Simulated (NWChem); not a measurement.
System: C₃H₆Cl₂; SMILES ClC(C)(Cl)C

Excerpt of the output:

```
             Northwest Computational Chemistry Package (NWChem) 7.3.0
             --------------------------------------------------------

 C2V symmetry detected

                             Geometry "geometry" -> ""
                             -------------------------

 Output coordinates in angstroms (scale by  1.889725989 to convert to a.u.)

  No.       Tag          Charge          X              Y              Z
 ---- ---------------- ---------- -------------- -------------- --------------
    1 C                    6.0000     0.00000000     1.26989600    -1.16570428
    2 C                    6.0000     0.00000000     0.00000000    -0.34247828
    3 C                    6.0000     0.00000000    -1.26989600    -1.16570428
    4 Cl                  17.0000     1.46024100     0.00000000     0.71402672
    5 Cl                  17.0000    -1.46024100     0.00000000     0.71402672
    6 H                    1.0000    -0.89645100     1.29850200    -1.80261628
    7 H                    1.0000     0.00000000     2.15150500    -0.51156128
    8 H                    1.0000     0.89645100     1.29850200    -1.80261628
    9 H                    1.0000    -0.89645100    -1.29850200    -1.80261628
   10 H                    1.0000     0.00000000    -2.15150500    -0.51156128
   11 H                    1.0000     0.89645100    -1.29850200    -1.80261628

 Effective nuclear repulsion energy (a.u.)     295.4591096870

      Symmetry information
      --------------------

 Group name             C2v
 Group number             16
 Group order               4
 No. of unique centers     5

                                Z-matrix (autoz)
                                --------

 Units are Angstrom for bonds and degrees for angles

      Type          Name      I     J     K     L     M      Value
      ----------- --------  ----- ----- ----- ----- ----- ----------
    1 Stretch                  1     2                       1.51339
    2 Stretch                  1     6                       1.10005
    3 Stretch                  1     7                       1.09779
    4 Stretch                  1     8                       1.10005
    5 Stretch                  2     3                       1.51339
    6 Stretch                  2     4                       1.80236
    7 Stretch                  2     5                       1.80236
    8 Stretch                  3     9                       1.10005
    9 Stretch                  3    10                       1.09779
   10 Stretch                  3    11                       1.10005
   11 Bend                     1     2     3               114.09234
   12 Bend                     1     2     4               108.59395
   13 Bend                     1     2     5               108.59395
   14 Bend                     2     1     6               109.68009
   15 Bend                     2     1     7               110.47121
   16 Bend                     2     1     8               109.68009
   17 Bend                     2     3     9               109.68009
   18 Bend                     2     3    10               110.47121
   19 Bend                     2     3    11               109.68009
   20 Bend                     3     2     4               108.59395
   21 Bend                     3     2     5               108.59395
   22 Bend                     4     2     5               108.22746
   23 Bend                     6     1     7               108.91226
   24 Bend                     6     1     8               109.15928
   25 Bend                     7     1     8               108.91226
   26 Bend                     9     3    10               108.91226
   27 Bend                     9     3    11               109.15928
   28 Bend                    10     3    11               108.91226
   29 Torsion                  1     2     3     9         -59.93715
   30 Torsion                  1     2     3    10         180.00000
   31 Torsion                  1     2     3    11          59.93715
   32 Torsion                  3     2     1     6          59.93715
   33 Torsion                  3     2     1     7         180.00000
   34 Torsion                  3     2     1     8         -59.93715
   35 Torsion                  4     2     1     6        -178.80060
   36 Torsion                  4     2     1     7         -58.73775
   37 Torsion                  4     2     1     8          61.32509
   38 Torsion                  4     2     3     9         178.80060
   39 Torsion                  4     2     3    10          58.73775
   40 Torsion                  4     2     3    11         -61.32509
   41 Torsion                  5     2     1     6         -61.32509
   42 Torsion                  5     2     1     7          58.73775
   43 Torsion                  5     2     1     8         178.80060
   44 Torsion                  5     2     3     9          61.32509
   45 Torsion                  5     2     3    10         -58.73775
   46 Torsion                  5     2     3    11        -178.80060

                           NWChem Geometry Optimization
                           ----------------------------

 maximum gradient threshold         (gmax) =   0.000450
 rms gradient threshold             (grms) =   0.000300
 maximum cartesian step threshold   (xmax) =   0.001800
 rms cartesian step threshold       (xrms) =   0.001200
 fixed trust radius                (trust) =   0.300000
 source of zmatrix                         =   autoz

          -------------------
          Energy Minimization
          -------------------

 Using diagonal initial Hessian
 Scaling for Hessian diagonals: bonds = 1.00  angles = 0.25  torsions = 0.10

          --------
          Step   0

                                 NWChem DFT Module
                                 -----------------

 Summary of "ao basis" -> "ao basis" (spherical)
 ------------------------------------------------------------------------------
       Tag                 Description            Shells   Functions and Types
 ---------------- ------------------------------  ------  ---------------------
 C                          def2-svp                 6       14   3s2p1d
 Cl                         def2-svp                 8       18   4s3p1d
 H                          def2-svp                 3        5   2s1p

      Symmetry analysis of basis
      --------------------------

        a1         39
        a2         16
        b1         26
        b2         27

            General Information
            -------------------
          SCF calculation type: DFT
          Wavefunction type:  closed shell.
          No. of atoms     :    11
          No. of electrons :    58
           Alpha electrons :    29
            Beta electrons :    29
          Charge           :     0
          Spin multiplicity:     1
          Use of symmetry is: on ; symmetry adaption is: on
          Maximum number of iterations: 150
          AO basis - number of functions:   108
                     number of shells:    52
          Convergence on energy requested:  1.00D-06
          Convergence on density requested:  1.00D-05
          Convergence on gradient requested:  5.00D-04

              XC Information
              --------------
                        Slater Exchange Functional  1.000 local
                      VWN V Correlation Functional  1.000 local

[...]

      ----------------------
      Optimization converged
      ----------------------

  Step       Energy      Delta E   Gmax     Grms     Xrms     Xmax
  ---- ---------------- -------- -------- -------- -------- --------
@    3   -1033.88444510 -5.6D-07  0.00006  0.00002  0.00046  0.00098
                                     ok       ok       ok       ok

                                Z-matrix (autoz)
                                --------

 Units are Angstrom for bonds and degrees for angles

      Type          Name      I     J     K     L     M      Value     Gradient
      ----------- --------  ----- ----- ----- ----- ----- ---------- ----------
    1 Stretch                  1     2                       1.50171   -0.00006
    2 Stretch                  1     6                       1.11066    0.00001
    3 Stretch                  1     7                       1.10828   -0.00001
    4 Stretch                  1     8                       1.11066    0.00001
    5 Stretch                  2     3                       1.50171   -0.00006
    6 Stretch                  2     4                       1.79677   -0.00002
    7 Stretch                  2     5                       1.79677   -0.00002
    8 Stretch                  3     9                       1.11066    0.00001
    9 Stretch                  3    10                       1.10828   -0.00001
   10 Stretch                  3    11                       1.11066    0.00001
   11 Bend                     1     2     3               114.19023    0.00001
   12 Bend                     1     2     4               108.49064   -0.00000
   13 Bend                     1     2     5               108.49064   -0.00000
   14 Bend                     2     1     6               109.71168   -0.00001
   15 Bend                     2     1     7               110.36376   -0.00001
   16 Bend                     2     1     8               109.71168   -0.00001
   17 Bend                     2     3     9               109.71168   -0.00001
   18 Bend                     2     3    10               110.36376   -0.00001
   19 Bend                     2     3    11               109.71168   -0.00001
   20 Bend                     3     2     4               108.49064   -0.00000
   21 Bend                     3     2     5               108.49064   -0.00000
   22 Bend                     4     2     5               108.56276   -0.00000
   23 Bend                     6     1     7               108.91399    0.00001
   24 Bend                     6     1     8               109.20115   -0.00000
   25 Bend                     7     1     8               108.91399    0.00001
   26 Bend                     9     3    10               108.91399    0.00001
   27 Bend                     9     3    11               109.20115   -0.00000
   28 Bend                    10     3    11               108.91399    0.00001
   29 Torsion                  1     2     3     9         -59.98244    0.00000
   30 Torsion                  1     2     3    10         180.00000   -0.00000
   31 Torsion                  1     2     3    11          59.98244   -0.00000
   32 Torsion                  3     2     1     6          59.98244   -0.00000
   33 Torsion                  3     2     1     7         180.00000   -0.00000
   34 Torsion                  3     2     1     8         -59.98244    0.00000
   35 Torsion                  4     2     1     6        -178.89782   -0.00000
   36 Torsion                  4     2     1     7         -58.88026    0.00000
   37 Torsion                  4     2     1     8          61.13730    0.00001
   38 Torsion                  4     2     3     9         178.89782    0.00000
   39 Torsion                  4     2     3    10          58.88026   -0.00000
   40 Torsion                  4     2     3    11         -61.13730   -0.00001
   41 Torsion                  5     2     1     6         -61.13730   -0.00001
   42 Torsion                  5     2     1     7          58.88026   -0.00000
   43 Torsion                  5     2     1     8         178.89782    0.00000
   44 Torsion                  5     2     3     9          61.13730    0.00001
   45 Torsion                  5     2     3    10         -58.88026    0.00000
   46 Torsion                  5     2     3    11        -178.89782   -0.00000

                         Geometry "geometry" -> "geometry"
                         ---------------------------------

 Output coordinates in angstroms (scale by  1.889725989 to convert to a.u.)

[...]

 Rotational Constants
 --------------------
 A=   0.124411 cm-1  (  0.178996 K)
 B=   0.081708 cm-1  (  0.117557 K)
 C=   0.072209 cm-1  (  0.103891 K)

 Temperature                      =   298.15K
 frequency scaling parameter      =   1.0000

 Zero-Point correction to Energy  =   51.480 kcal/mol  (  0.082039 au)
 Thermal correction to Energy     =   55.405 kcal/mol  (  0.088294 au)
 Thermal correction to Enthalpy   =   55.998 kcal/mol  (  0.089238 au)

 Total Entropy                    =   76.968 cal/mol-K
   - Translational                =   40.037 cal/mol-K (mol. weight = 111.9846)
   - Rotational                   =   25.799 cal/mol-K (symmetry #  =        2)
   - Vibrational                  =   11.132 cal/mol-K

 Cv (constant volume heat capacity) =   22.373 cal/mol-K
   - Translational                  =    2.979 cal/mol-K
   - Rotational                     =    2.979 cal/mol-K
   - Vibrational                    =   16.414 cal/mol-K

[normal modes left out]

 ----------------------------------------------------------------------------
 Normal Eigenvalue ||           Projected Infra Red Intensities
  Mode   [cm**-1]  || [atomic units] [(debye/angs)**2] [(KM/mol)] [arbitrary]
 ------ ---------- || -------------- ----------------- ---------- -----------
    1       -0.000 ||    0.000445           0.010         0.434       0.433
    2        0.000 ||    0.000181           0.004         0.177       0.177
    3        0.000 ||    0.000002           0.000         0.002       0.002
    4        0.000 ||    0.000286           0.007         0.279       0.279
    5        0.000 ||    0.000160           0.004         0.156       0.155
    6        0.000 ||    0.000920           0.021         0.897       0.895
    7      248.594 ||    0.001846           0.043         1.800       1.797
    8      270.679 ||    0.000000           0.000         0.000       0.000
    9      278.214 ||    0.000000           0.000         0.000       0.000
   10      300.680 ||    0.000016           0.000         0.015       0.015
   11      355.767 ||    0.000585           0.013         0.570       0.569
   12      356.302 ||    0.002525           0.058         2.461       2.458
   13      383.731 ||    0.005911           0.136         5.763       5.755
   14      572.792 ||    0.016559           0.382        16.143      16.121
   15      649.210 ||    0.079387           1.832        77.391      77.283
   16      905.149 ||    0.000169           0.004         0.165       0.164
   17      923.750 ||    0.004814           0.111         4.693       4.687
   18      953.373 ||    0.000000           0.000         0.000       0.000
   19     1075.543 ||    0.080622           1.860        78.595      78.486
   20     1130.672 ||    0.040711           0.939        39.687      39.632
   21     1204.166 ||    0.002718           0.063         2.649       2.646
   22     1319.797 ||    0.050191           1.158        48.929      48.861
   23     1320.212 ||    0.021436           0.495        20.897      20.868
   24     1361.342 ||    0.001697           0.039         1.654       1.652
   25     1364.550 ||    0.000000           0.000         0.000       0.000
   26     1378.724 ||    0.003788           0.087         3.693       3.688
   27     1388.947 ||    0.010048           0.232         9.796       9.782
   28     2971.318 ||    0.001379           0.032         1.344       1.343
   29     2973.855 ||    0.005499           0.127         5.361       5.354
   30     3073.775 ||    0.000000           0.000         0.000       0.000
   31     3077.394 ||    0.005644           0.130         5.502       5.494
   32     3094.470 ||    0.000223           0.005         0.218       0.217
   33     3095.006 ||    0.001221           0.028         1.190       1.189
 ----------------------------------------------------------------------------
```

Level: LDA (Slater exchange, VWN5)/def2-SVP. 

Task: Write an input that gives this output.

Result: This is not unique; one that fits is the input that was run:
```
start job
memory heap 200 mb stack 900 mb global 1100 mb
geometry units angstroms
  C      0.000000     1.269896    -1.171299
  C      0.000000     0.000000    -0.348073
  C      0.000000    -1.269896    -1.171299
  Cl     1.460241     0.000000     0.708432
  Cl    -1.460241     0.000000     0.708432
  H     -0.896451     1.298502    -1.808211
  H      0.000000     2.151505    -0.517156
  H      0.896451     1.298502    -1.808211
  H     -0.896451    -1.298502    -1.808211
  H      0.000000    -2.151505    -0.517156
  H      0.896451    -1.298502    -1.808211
end
basis spherical
  * library def2-svp
end
dft
  xc slater vwn_5
  iterations 150
end
driver
  maxiter 120
end
task dft optimize
task dft freq
```
